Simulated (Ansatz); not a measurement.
## Relative stability

The two ends of one reaction step of CH₇GaO, singlet (PBE0-D4/def2-TZVP).

A:

Ga1  (-0.929, 1.320, -0.420)
O2  (0.790, 0.059, -0.151)
C3  (0.590, -1.151, 0.582)
H4  (-1.903, 0.184, -0.938)
H5  (-1.072, 1.790, 1.077)
H6  (1.173, -0.137, -1.011)
H7  (-0.251, 2.262, -1.488)
H8  (1.540, -1.670, 0.716)
H9  (0.197, -0.859, 1.554)
H10  (-0.134, -1.798, 0.080)
(Å)

B:

| atom | x (Å) | y (Å) | z (Å) |
| --- | --- | --- | --- |
| Ga1 | -0.9055 | 1.0144 | 0.2506 |
| O2 | 0.3535 | -0.0164 | 0.9833 |
| C3 | 0.4884 | -1.3834 | 0.7065 |
| H4 | -1.9381 | 0.2871 | -0.6739 |
| H5 | -0.8347 | 2.5053 | 0.6867 |
| H6 | 0.8976 | 1.5241 | -1.6995 |
| H7 | 0.3273 | 1.3780 | -2.1633 |
| H8 | 1.4439 | -1.5763 | 0.2042 |
| H9 | 0.4803 | -1.9562 | 1.6407 |
| H10 | -0.3127 | -1.7766 | 0.0647 |

Computed with Ansatz 0.2.0 (basis: def2-TZVPP); correlated methods freeze the cores. Filled d shells of the heavier atoms are correlated. The def2 sets are not built for correlating such inner shells, so the correlated values are less sure here. B3LYP uses VWN-RPA correlation.

(1) Which structure is lower at CCSD(T), and by how much? (Judge from chemistry; the value comes from the calculation.)

The T1 diagnostic stays at or below 0.015.

## Answers

(1) Computed: A, by 4.45 kcal/mol (electronic energy, against the other). By their contacts, A is CH₇GaO ([CH3][OH][GaH3]) and B is a complex of CH₅GaO ([CH3][O][GaH2]) + H₂.

All methods give the same order:

| method | E(B) − E(A) (kcal/mol) |
| --- | --- |
| SPW92 | 7.38 |
| PBE-D4 | 2.80 |
| BLYP-D4 | 0.56 |
| r2SCAN-D4 | 3.89 |
| B97M-V | 6.13 |
| PBE0-D4 | 5.21 |
| B3LYP-D4 | 2.95 |
| r2SCAN0-D4 | 5.61 |
| BHLYP-D4 | 5.36 |
| CAM-B3LYP-D4 | 4.64 |
| wB97X-V | 4.64 |
| wB97M-V | 5.02 |
| B2PLYP | 2.86 |
| PBE-QIDH | 5.33 |
| RPA on PBE | 3.92 |
| HF | 6.02 |
| MP2 | 2.90 |
| CCSD | 5.13 |
| CCSD(T) | 4.45 |

Labels in which every atom is bracketed show which atoms are joined, not bond orders.

For scale, one of the runs: CCSD(T)/def2-TZVPP, 208 basis functions, launched by `ansatz run in.yaml --threads 4 --pin off --events-out ev --progress --plain --max-ram 9574MiB`. Time: 65 s of wall clock on 4 CPU threads of an Arm Neoverse V2; the host was shared. Peak host memory: 2.8 GiB.
